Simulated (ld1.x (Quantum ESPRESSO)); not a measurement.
**An all-electron radial function and its pseudo partner (chromium)**

Columns: radius, all-electron u(r) and pseudo u(r) of the 3d shell (level -2.93 eV) of chromium in the configuration [Ar] 3d5 4s1 4p0; PBEsol, scalar-relativistic, PAW scheme, ld1.x (Quantum ESPRESSO) 7.5.

```tsv
r (bohr)	all-electron	pseudo
0.215	0.2191	0.0059
0.430	0.5728	0.0435
0.645	0.7596	0.1281
0.860	0.8003	0.2505
1.075	0.7655	0.3815
1.290	0.7018	0.4857
1.505	0.6314	0.5388
1.720	0.5635	0.5375
1.935	0.5018	0.4987
2.150	0.4470	0.4470
2.365	0.3988	0.3988
2.580	0.3564	0.3564
2.795	0.3191	0.3191
3.010	0.2860	0.2860
3.225	0.2566	0.2566
3.440	0.2304	0.2304
3.655	0.2070	0.2070
3.870	0.1859	0.1859
4.085	0.1670	0.1670
4.300	0.1500	0.1500
4.515	0.1348	0.1348
4.730	0.1210	0.1210
4.945	0.1087	0.1087
5.160	0.0977	0.0977
5.375	0.0878	0.0878
5.590	0.0789	0.0789
```

Q: How many radial nodes do the two functions have?

A: The all-electron 3d function has n − l − 1 = 0; the pseudo-wave has 0.

Q: At about which radius was the pseudo-wave matched?

A: 2.25 bohr, where the columns begin to agree (steps of 0.21 bohr).

Q: Is the pseudo-wave norm-conserving?

A: No, it belongs to a PAW set: the norm inside the radius is not constrained, and the difference is carried by the augmentation charge.
